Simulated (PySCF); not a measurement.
## Identify the compound

The spectra below were simulated for a compound C$_{2}$H$_{4}$FNOSi.

1H NMR (500 MHz, computed): δ 5.18 (m, 1H), 0.35 (m, 3H).

13C{1H} NMR (computed): δ 125.7 (C), 0.1 (CH3).

PySCF calculation with geometry from PBE0-D3(BJ)/def2-TZVP and GIAO B97-2/pcSseg-2 shieldings; one computed conformer, in vacuum, fast rotation and ring inversion assumed for equivalent nuclei, non-relativistic.

Referencing at the same level of theory: 1H, 13C vs TMS.

Q: Propose a structure and justify it.

A: 
1. The formula gives 2 degrees of unsaturation (no ring in the answer).
2. 2 carbon signals for 2 carbons: no two carbons are equivalent.
3. Carbon types of the structure: 1 × C, 1 × CH3, leaving 1 H on heteroatoms.
4. δC 125.7: central carbon of a heterocumulene.
5. δC 0.1: methyl carbon bonded to Si; an electropositive neighbour leaves it electron-rich and shielded.
6. δH 5.18: hydrogen on a silicon bonded to C, F, N.
7. δH 0.35: hydrogen on a methyl carbon bonded to Si; an electropositive neighbour shields it, as in TMS itself.

Structure: Methylfluoroisocyanate Silane.

This is the structure that produced the data.

Splittings by 19F in the carbon and heteronuclear signals aren't shown, as no couplings were computed. Shifts are as computed. Against solution values, carbons near 30 ppm lie about +3 ppm off and those near 130 ppm about +7 ppm. Of 1211 compounds with measured shifts, 218 miss one by over three times the rms of a fit or turn the order of signals round; such compounds aren't used in these exercises. Multiplicities follow the n + 1 count of equivalent neighbours, as no J values were calculated; m marks all less simple cases, F and P coupling included.
